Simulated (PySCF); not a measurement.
Species: C₅H₄ClF₂O (doublet state).
Numbering: `[F:1][C:2]1[O:3][CH:4]=[CH:5][CH2:6][C@@:7]1([F:8])[Cl:9]` (hydrogens: H10 on C4; H11 on C5; H12, H13 on C6)

Theory: UKS B3LYP, pcH-1 on C Cl F H O, non-relativistic, mean-field spin-orbit, GIAO (PySCF 2.14.0). One conformer (not necessarily the lowest) at the GFN2-xTB geometry, without solvent, vibrations or thermal averaging. A GFN2-xTB geometry isn't a minimum of the functional, and hyperfine couplings can be far from their values at a DFT geometry. Stability of the SCF solution: not tested.

Task: What is the g tensor, term by term?

Result: 
```csv
Δg (ppm),1,2,3
relativistic mass correction,-251,-251,-251
gauge correction,-11,47,75
orbital Zeeman/spin–orbit,-792,1909,2057
total,-1053,1705,1882
```

So g = 2.00127, 2.00402, 2.00420 and g_iso = 2.00316; the tensor is close to axial: the two nearest values differ by 6 % of g3 − g1. 

Task: At 9.706 GHz, how far is the centre of the isotropic spectrum from where a free electron (g = 2.002319) resonates?

Result: B = hν/(g μB) with μB/h = 13.99624 MHz/mT gives 346.33 mT for the free electron and 346.19 mT at g_iso, 0.15 mT lower.

Task: What are the electron Larmor frequencies g μB B/h along the three axes at 340 mT?

Result: 9.5235, 9.5366, 9.5374 GHz for g1, g2 and g3, a range of 14.0 MHz.

Task: In a frozen sample, at which fields do the three g values resonate at 9.5, 34, 94 and 263 GHz (hyperfine left aside), and which band first spreads them over more than twice a line width of 0.5 mT?

Result: 
| band | GHz | B(g3) mT | B(g2) mT | B(g1) mT | spread mT |
| --- | --- | --- | --- | --- | --- |
| X | 9.5 | 338.67 | 338.70 | 339.16 | 0.50 |
| Q | 34.0 | 1212.07 | 1212.17 | 1213.84 | 1.78 |
| W | 94.0 | 3351.00 | 3351.30 | 3355.92 | 4.91 |
| J | 263.0 | 9375.68 | 9376.51 | 9389.43 | 13.75 |

The spread grows in proportion to the frequency. Q band is the first where it exceeds 1.0 mT.

Largest spin populations (Mulliken): C2 (+0.76), C5 (+0.09) and O3 (+0.07). No atom but C2 exceeds +0.15. The angles at C2 add up to 353.2°, so it is slightly pyramidal.

The HOMO–LUMO gaps are 5.51 eV among the α and 5.08 eV among the β orbitals.

The run took 1.7 min wall (with the writing of density and orbital grids) on one thread of an Arm Neoverse V1, shared host with 32 logical CPUs at a one-minute load of 26, and the process peaked at 0.97 GiB of memory.
